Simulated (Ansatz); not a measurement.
`[F][GeH]` + `N[SiH2]O[SiH3]` → `[F][Ge][O][SiH3]` + `N[SiH3]`  (redistribution)

Computed with Ansatz on PBE0-D4/def2-TZVP structures; ΔE is electronic, products minus reactants. CBS: MP2 limit from def2 TZ/QZ plus the TZ coupled-cluster correction, frozen cores. This one scheme is used for every species. DFT in def2-TZVPP. HSE06 is defined as in plane-wave codes. For Ge outer-core shells are correlated without core-valence functions, which leaves a few kJ/mol of doubt a bond. Scalar relativity is left out up to krypton. Each species was taken in one conformer, which may not be the lowest.

```json
{"level": "revPBE-D4", "ΔE (kcal/mol)": "-4.8", "difference from CCSD(T)/CBS": "-1.9"}
{"level": "BHLYP-D4", "ΔE (kcal/mol)": "-1.2", "difference from CCSD(T)/CBS": "1.7"}
{"level": "ωB97X-V", "ΔE (kcal/mol)": "-3.1", "difference from CCSD(T)/CBS": "-0.2"}
{"level": "PBE-QIDH", "ΔE (kcal/mol)": "-2.7", "difference from CCSD(T)/CBS": "0.2"}
{"level": "BLYP", "ΔE (kcal/mol)": "-4.5", "difference from CCSD(T)/CBS": "-1.6"}
{"level": "r2SCAN0", "ΔE (kcal/mol)": "-2.3", "difference from CCSD(T)/CBS": "0.6"}
{"level": "HSE06", "ΔE (kcal/mol)": "-3.0", "difference from CCSD(T)/CBS": "-0.1"}
{"level": "CAM-B3LYP", "ΔE (kcal/mol)": "-2.5", "difference from CCSD(T)/CBS": "0.4"}
{"level": "RPA@PBE/def2-TZVPP", "ΔE (kcal/mol)": "-2.8", "difference from CCSD(T)/CBS": "0.1"}
{"level": "HF/def2-TZVPP", "ΔE (kcal/mol)": "1.0", "difference from CCSD(T)/CBS": "3.9"}
{"level": "SCS-MP2/def2-TZVPP", "ΔE (kcal/mol)": "-3.3", "difference from CCSD(T)/CBS": "-0.4"}
{"level": "CCSD/def2-TZVPP", "ΔE (kcal/mol)": "-1.9", "difference from CCSD(T)/CBS": "1.0"}
{"level": "CCSD(T)/def2-TZVPP", "ΔE (kcal/mol)": "-2.8", "difference from CCSD(T)/CBS": "0.1"}
{"level": "SCS-MP2/def2-QZVPP", "ΔE (kcal/mol)": "-3.1", "difference from CCSD(T)/CBS": "-0.2"}
{"level": "MP2/CBS(def2)", "ΔE (kcal/mol)": "-4.1", "difference from CCSD(T)/CBS": "-1.2"}
{"level": "CCSD/CBS(def2)", "ΔE (kcal/mol)": "-1.9", "difference from CCSD(T)/CBS": "1.0"}
{"level": "CCSD(T)/CBS", "ΔE (kcal/mol)": "-2.9", "difference from CCSD(T)/CBS": "0"}
```

Largest T1 diagnostic among the species: 0.015.

At CCSD(T), def2-SVP lies −2.9 kcal/mol from the extrapolated value and def2-TZVPP +0.1 kcal/mol. From PBE to PBE0 (25 % exact exchange), in def2-TZVPP and without D4, ΔE moves by +1.9 kcal/mol.
